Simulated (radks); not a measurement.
Initial-state core-level shifts of the vanadium ion V2+ when its valence configuration changes from [Ar] 3d3. Calculated with a radial shooting solver on a logarithmic mesh with Libxc functionals: non-relativistic Kohn-Sham, BLYP, spin-polarised, spherical densities, point nucleus; open shells are filled with parallel spins first. Shifts are changes of the shell-averaged eigenvalues in eV (positive: less bound); the change of the density at the nucleus, which sets a Mossbauer isomer shift, is in e/bohr^3, on a base of 8183.

| valence | 1s | 2p | 3s | 3p | density at nucleus |
|---|---|---|---|---|---|
| 3d2.5 4s0.5 | -3.362 | -3.807 | -3.218 | -3.099 | +3.5474 |
| 3d1 4p2 | -17.172 | -19.243 | -15.933 | -15.391 | +3.7608 |
| 3d2.5 4p0.5 | -3.926 | -4.358 | -3.781 | -3.658 | +0.7373 |
| 3d1.5 4p1.5 | -12.523 | -13.991 | -11.772 | -11.374 | +2.6174 |
| 3d2 4s1 | -6.999 | -7.938 | -6.615 | -6.368 | +7.5336 |
| 3d1.5 4s1 4p0.5 | -11.452 | -12.929 | -10.710 | -10.324 | +8.9073 |
| 3d1 4s2 | -15.262 | -17.313 | -14.039 | -13.524 | +16.7846 |
| 3d0.5 4s1 4p1.5 | -21.044 | -23.762 | -19.194 | -18.518 | +12.1409 |
| 3d1.5 4s0.5 4p1 | -11.990 | -13.463 | -11.244 | -10.852 | +5.7739 |
